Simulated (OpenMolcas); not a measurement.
**Mn3+: from CASSCF to CASPT2**

```yaml
Program: OpenMolcas
Basis: ANO-R2 [7s4p4d2f1g]
Scalar_Hamiltonian: X2C, finite nucleus
Active_space: 4 electrons in 5 orbitals (3d)
State_averaging: 2S+1 = 5 even, 5 roots; 2S+1 = 3 even, 45 roots; 2S+1 = 1 even, 50 roots
Spin-orbit_coupling: RASSI with atomic mean-field integrals over the reference wave functions, term energies averaged over their components
```

Methods on the same reference wave functions:
A. CASSCF
B. SS-CASPT2, IPEA 0.25 Eh, imaginary shift 0.1 Eh (closed shells correlated: 3s 3p)
C. MS-CASPT2, IPEA 0.25 Eh, imaginary shift 0.1 Eh (closed shells correlated: 3s 3p)

Energies in cm⁻¹ above 3d⁴ ⁵D₀, the measured ground level; measured values from Corliss and Sugar, J. Phys. Chem. Ref. Data 6, 1253 (1977).

| Level | A | B | C | Measured |
| --- | --- | --- | --- | --- |
| 3d⁴ ⁵D₀ | 0.0 | 0.0 | 0.0 | 0.0 |
| 3d⁴ ⁵D₁ | 99.5 | 101 | 101 | 99.0 |
| 3d⁴ ⁵D₂ | 294 | 298 | 298 | 287 |
| 3d⁴ ⁵D₃ | 578 | 582 | 583 | 552 |
| 3d⁴ ⁵D₄ | 941 | 944 | 945 | 886 |
| 3d⁴ ³H₄ | 23839 | 21720 | 21720 | 21281 |
| 3d⁴ ³H₅ | 24045 | 21930 | 21930 | 21475 |
| 3d⁴ ³H₆ | 24277 | 22180 | 22180 | 21679 |
| 3d⁴ ³P₀(1) | 25710 | 20960 | 20940 | 20654 |
| 3d⁴ ³P₁(1) | 26297 | 21560 | 21550 | 21279 |
| 3d⁴ ³P₂(1) | 27357 | 22610 | 22610 | 22325 |
| 3d⁴ ³F₂(1) | 27424 | 23250 | 23240 | 22791 |
| 3d⁴ ³F₃(1) | 27492 | 23320 | 23320 | 22862 |
| 3d⁴ ³F₄(1) | 27605 | 23440 | 23440 | 22959 |
| 3d⁴ ³G₃ | 30036 | 26110 | 26120 | 25440 |
| 3d⁴ ³G₄ | 30286 | 26370 | 26370 | 25671 |
| 3d⁴ ³G₅ | 30497 | 26590 | 26600 | 25878 |
| 3d⁴ ¹I₆ | 35827 | 32840 | 32840 |  |
| 3d⁴ ¹G₄(1) | 37784 | 32240 | 32240 |  |
| 3d⁴ ³D₃ | 38767 | 32280 | 32280 | 31385 |
| 3d⁴ ³D₂ | 38849 | 32360 | 32360 | 31474 |
| 3d⁴ ³D₁ | 38938 | 32450 | 32450 | 31581 |
| 3d⁴ ¹S₀(1) | 43847 | 34770 | 34770 |  |
| 3d⁴ ¹D₂(1) | 46873 | 40970 | 40970 |  |

Deviations, from unrounded energies. A percentage is the sum of absolute deviations over the sum of measured energies, with the sign that they share, or ± where signs differ.

| Against measurement | Levels | A | B | C |
| --- | --- | --- | --- | --- |
| mean absolute deviation (cm-1) | 19 | 3800 | 450 | 450 |
| fine structure of the ground term (%) | 4 | +4.9 | +5.6 | +5.6 |
| other terms of the ground configuration (%) | 15 | +19.7 | +2.3 | +2.3 |

B, C lie about equally close to measurement and A furthest from it. The largest miss of C in the table is 3d⁴ ³D₃, by +890 cm-1. The ranking rests on the paired levels alone, and a cruder setting can come out closer through cancelling errors.

Between B and C the level of the table that moves most is 3d⁴ ³P₀(1), by 12 cm-1 (lowest in C, highest in B). Moves below CASPT2's spread within the term are not significant.

The two smallest mean deviations differ by little beside CASPT2's spread within terms, so their order carries little weight.

From A to B the spin-free energies of the other terms of 3d⁴ shown, above ⁵D, scale by factors of 0.79 to 0.92, as is usual when dynamic correlation screens the repulsion within a d or f shell.

The lowest spin-free term lies below A's lowest term by 0.373 hartree in B, 0.373 hartree in C.

CASPT2 breaks the degeneracy within a term, and the mean is taken; among the terms shown or strongly mixed into the levels shown the widest spread is 1200 cm-1 (3d⁴ ¹I, C). The CASPT2 spread within a term exceeds the gap to the next term for 3d⁴ ¹G(1) and 3d⁴ ³D, so the order of their levels is uncertain (figures for B; the like holds for C). Without dynamic correlation excited terms often stand tens of per cent too high (terms of higher spin than the ground term too low), and those without a measured partner can miss by more than the paired ones (holds for A). Measured partners are found by configuration, term and J. A level has none where our copy of the source lacks it or the pairing is in doubt (some pairs that miss far off the trend of their configuration count as doubtful), and it then counts in no deviation. Only configurations of the active space appear. Levels that lie high or do not pair safely by name in every column are left out.

A number in round brackets counts repeated terms of one configuration in the order of the reference energies.
